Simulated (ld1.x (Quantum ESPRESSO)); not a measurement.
Transferability test, TM potential for La (Z = 57)

lanthanum (La), norm-conserving Troullier–Martins (Kleinman–Bylander form), made with ld1.x (Quantum ESPRESSO) 7.5 (PBE, scalar-relativistic). Core [Kr] 4d10, reference 4f0 5s2 5p6 5d1 6s2 6p0. Waves: 5p (bound): rc 2.55 bohr; 5d (bound): rc 3.80 bohr; 4f (bound, empty): rc 0.95 bohr; 5s (bound): rc 2.10 bohr. Local part: the s channel. Core correction: none.

Occupied shells without a wave of their own: 6s. They enter only through the test configuration that unscreens the potential.

Energies are relative to the spin-unpolarised reference configuration 4f0 5s2 5p6 5d1 6s2 6p0; without spin polarisation the order of configurations can differ from experiment. The frozen-core shift is the all-electron ΔE with the core orbitals held at their reference shape minus the fully relaxed ΔE.

| valence configuration | charge | ΔE all-electron (eV) | error AE − PS (meV) | frozen-core shift (meV) |
| --- | --- | --- | --- | --- |
| 4f0 5s2 5p6 5d1 6s1 6p0 | +1 | 5.966 | -366 | +0.9 |
| 4f0 5s2 5p6 5d1 6s0 6p0 | +2 | 16.854 | -980 | +2.5 |
| 4f0 5s2 5p6 5d0 6s0 6p0 | +3 | 35.804 | -1379 | +3.5 |
| 4f0 5s2 5p6 5d2 6s1 6p0 | 0 | 0.793 | -231 | +2.6 |
| 4f0 5s2 5p6 5d1 6s0 6p2 | 0 | 4.846 | -573 | +0.1 |
| 4f0 5s2 5p6 5d0 6s2 6p1 | 0 | 2.307 | +54 | -2.6 |

(1) What are ΔE and the potential's error for 4f0 5s2 5p6 5d0 6s2 6p0?

Levels in the configuration 4f0 5s2 5p6 5d2 6s1 6p0:

```json
{"level": "5s", "all-electron (eV)": "-37.329", "pseudo (eV)": "-37.566"}
{"level": "5p", "all-electron (eV)": "-20.931", "pseudo (eV)": "-21.130"}
{"level": "5d", "all-electron (eV)": "-2.144", "pseudo (eV)": "-2.248"}
{"level": "6s", "all-electron (eV)": "-3.127", "pseudo (eV)": "-3.424"}
```

The potential misses its own reference levels by up to 0.3 eV.

## Answers

(1) ΔE = 6.385 eV all-electron; the error (AE − PS) is +8.2 meV.

The 6s level has no wave, so the channel is fitted at the deeper level alone: the likely source of the large errors. A variational frozen-core shift is positive and of second order in the change. This column holds negative values, so the frozen-core run of ld1.x carries numerical noise or an error of first order here, and the column gives no more than the rough size of the effect.
